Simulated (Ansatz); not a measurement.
`[H]/C=C/c1ccc(/C=C/c2ccccc2)cc1`, relaxed as a singlet with RKS PBE-D4/def2-SVP in Ansatz, starting from the GFN2-xTB geometry. Force threshold 0.03 eV/Å.

Start:

| atom | x (Å) | y (Å) | z (Å) |
| --- | --- | --- | --- |
| H1 | -3.387 | -5.298 | 3.485 |
| C2 | -3.131 | -4.345 | 3.054 |
| C3 | -2.014 | -4.180 | 2.354 |
| C4 | -1.557 | -2.952 | 1.721 |
| C5 | -0.275 | -2.907 | 1.165 |
| C6 | 0.201 | -1.775 | 0.542 |
| C7 | -0.588 | -0.626 | 0.437 |
| C8 | -0.153 | 0.591 | -0.217 |
| C9 | 1.060 | 0.828 | -0.740 |
| C10 | 1.497 | 2.052 | -1.384 |
| C11 | 2.808 | 2.126 | -1.864 |
| C12 | 3.282 | 3.267 | -2.480 |
| C13 | 2.454 | 4.367 | -2.635 |
| C14 | 1.152 | 4.312 | -2.166 |
| C15 | 0.676 | 3.172 | -1.550 |
| C16 | -1.870 | -0.672 | 0.998 |
| C17 | -2.343 | -1.801 | 1.626 |
| H18 | -3.831 | -3.548 | 3.233 |
| H19 | -1.347 | -5.026 | 2.228 |
| H20 | 0.357 | -3.782 | 1.228 |
| H21 | 1.197 | -1.784 | 0.127 |
| H22 | -0.908 | 1.365 | -0.262 |
| H23 | 1.819 | 0.058 | -0.690 |
| H24 | 3.461 | 1.271 | -1.751 |
| H25 | 4.300 | 3.301 | -2.840 |
| H26 | 2.820 | 5.261 | -3.117 |
| H27 | 0.501 | 5.167 | -2.285 |
| H28 | -0.342 | 3.152 | -1.193 |
| H29 | -2.501 | 0.203 | 0.936 |
| H30 | -3.340 | -1.796 | 2.038 |

Task: Estimate the energy that the relaxation releases and the steps that it takes.

Result: 6.1 kcal/mol, in 8 steps; 22 s on 2 threads of AMD EPYC 7R13 on a shared host and a share (18 GiB) of an NVIDIA H100 80GB HBM3. The force fell under the threshold at step 4, but the optimiser went on. No frequencies were taken in this run, so the end may be a saddle point.

Task: Does the start keep its bonding and symmetry?

Result: By distances, no bond broke or formed. The bond that changes most is C2–H18, from 1.08 to 1.10 Å (atoms count from 1).

Task: Predict the relaxed structure.

Result: 
```xyz
30

H    -3.425   -5.409    3.499
C    -3.205   -4.437    3.033
C    -2.018   -4.213    2.427
C    -1.569   -2.982    1.766
C    -0.275   -2.935    1.191
C     0.203   -1.791    0.553
C    -0.593   -0.623    0.454
C    -0.150    0.607   -0.195
C     1.065    0.841   -0.764
C     1.513    2.074   -1.411
C     2.837    2.143   -1.912
C     3.321    3.300   -2.534
C     2.491    4.423   -2.674
C     1.173    4.373   -2.187
C     0.690    3.218   -1.565
C    -1.890   -0.673    1.029
C    -2.367   -1.817    1.666
H    -3.995   -3.671    3.092
H    -1.279   -5.036    2.413
H     0.365   -3.829    1.252
H     1.214   -1.804    0.120
H    -0.900    1.416   -0.203
H     1.819    0.035   -0.747
H     3.492    1.264   -1.804
H     4.354    3.326   -2.913
H     2.868    5.335   -3.162
H     0.514    5.249   -2.294
H    -0.346    3.201   -1.194
H    -2.531    0.221    0.966
H    -3.379   -1.808    2.097
```
Bond lengths: 17 × C–C 1.35 to 1.47 Å; 14 × C–H 1.10 to 1.11 Å.
